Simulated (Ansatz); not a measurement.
Relaxing a trial structure of H9NSi4

The starting geometry of this gas-phase singlet is a saddle point at B3LYP/6-31G*, pushed by 0.25 Å along its imaginary mode; its bonds are those of `N1[SiH2][SiH2][SiH2][SiH2]1`.

```yaml
atoms:
  - { symbol: N, position_ang: [0.1000, -0.7446, 1.9088] }
  - { symbol: Si, position_ang: [1.5636, 0.2173, 1.9366] }
  - { symbol: Si, position_ang: [1.2852, 1.7391, 0.1300] }
  - { symbol: Si, position_ang: [-0.9483, 1.2426, -0.4741] }
  - { symbol: Si, position_ang: [-1.3231, -0.6775, 0.8614] }
  - { symbol: H, position_ang: [0.0748, -1.4929, 2.6088] }
  - { symbol: H, position_ang: [1.7254, 0.9348, 3.2372] }
  - { symbol: H, position_ang: [2.7860, -0.6287, 1.7767] }
  - { symbol: H, position_ang: [1.4777, 3.1628, 0.5533] }
  - { symbol: H, position_ang: [2.2475, 1.4318, -0.9856] }
  - { symbol: H, position_ang: [-1.1262, 0.9476, -1.9281] }
  - { symbol: H, position_ang: [-1.8982, 2.3575, -0.0960] }
  - { symbol: H, position_ang: [-1.4531, -1.9198, 0.0333] }
  - { symbol: H, position_ang: [-2.5678, -0.5820, 1.6835] }
```

Task: Predict what becomes of its bonds when it is optimised with B3LYP/6-31G*.

Result: It keeps its bonds, and is `N1[SiH2][SiH2][SiH2][SiH2]1`.

The energy falls by 0.02 eV over 22 steps:

```csv
step,E − E(last) (eV)
1,0.019
3,0.004
6,0.001
8,0.000
10,0.000
13,0.000
15,0.000
17,0.000
20,0.000
22,0.000
```

Final geometry (Å):

```xyz
14

N     0.1072   -0.7606    1.8959
Si    1.5100    0.2923    1.9788
Si    1.3092    1.6544    0.0636
Si   -0.9770    1.3013   -0.3856
Si   -1.2655   -0.7162    0.8017
H     0.0872   -1.5095    2.5853
H     1.5237    1.1114    3.2290
H     2.7689   -0.5097    1.9996
H     1.6796    3.0763    0.3089
H     2.1547    1.1337   -1.0488
H    -1.3134    1.1884   -1.8325
H    -1.8076    2.3888    0.2066
H    -1.2860   -1.8915   -0.1215
H    -2.5475   -0.7709    1.5647
```

Frequencies at the end are all real (lowest 36 cm⁻¹). Run with Ansatz 0.2.0, 75 s on 2 threads of Arm Neoverse V2, with other jobs on the host.
